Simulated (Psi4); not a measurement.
Psi4 input (wB97X-D/6-31G*):

```
memory 1500 MB

molecule {
0 3
Al   -0.09986280   -0.13040329    0.16035459
H     1.29902809    0.23450594    0.81841256
H    -0.16868356    1.06853116   -1.28130801
H     0.16787192    0.39220571   -1.62171419
symmetry c1
no_reorient
no_com
}

set {
  basis 6-31G*
  reference uks
  scf_type pk
  dft_radial_points 99
  dft_spherical_points 590
  e_convergence 1e-8
  d_convergence 1e-7
  maxiter 150
}

e = energy('wb97x-d')
print_out(f'\nFINAL {e:.10f} DIPOLE {variable("CURRENT DIPOLE")[0]:.6f} {variable("CURRENT DIPOLE")[1]:.6f} {variable("CURRENT DIPOLE")[2]:.6f}\n')
```

From the last part of the output:

```
              A
    DOCC [     7 ]
    SOCC [     2 ]
    NA   [     9 ]
    NB   [     7 ]

  @UKS Final Energy:  -244.06033721362141

   => Energetics <=

    Nuclear Repulsion Energy =             12.6951405242452893
    One-Electron Energy =                -363.4606248123054684
    Two-Electron Energy =                 120.7657903427740678
    DFT Exchange-Correlation Energy =     -14.0603340727401758
    Empirical Dispersion Energy =          -0.0003091955951187
    VV10 Nonlocal Energy =                  0.0000000000000000
    Total Energy =                       -244.0603372136214091

  UHF NO Occupations:
  HONO-2 :    7  A 1.9994566
  HONO-1 :    8  A 1.0000000
  HONO-0 :    9  A 1.0000000
  LUNO+0 :   10  A 0.0005434
  LUNO+1 :   11  A 0.0000961
  LUNO+2 :   12  A 0.0000033
  LUNO+3 :   13  A 0.0000021

Computation Completed

Properties will be evaluated at   0.000000,   0.000000,   0.000000 [a0]

Properties computed using the SCF density matrix

 Multipole Moments:

 ------------------------------------------------------------------------------------
     Multipole            Electronic (a.u.)      Nuclear  (a.u.)        Total (a.u.)
 ------------------------------------------------------------------------------------

 L = 1.  Multiply by 2.5417464519 to convert [e a0] to [Debye]
 Dipole X            :         -0.2023754            0.0000001           -0.2023753
 Dipole Y            :          0.1093816            0.0000001            0.1093817
 Dipole Z            :         -0.4174077            0.0000001           -0.4174076
 Magnitude           :                                                    0.4766018

 ------------------------------------------------------------------------------------

FINAL -244.0603372136 DIPOLE -0.202375 0.109382 -0.417408

*** Psi4 exiting successfully. Buy a developer a beer!
```
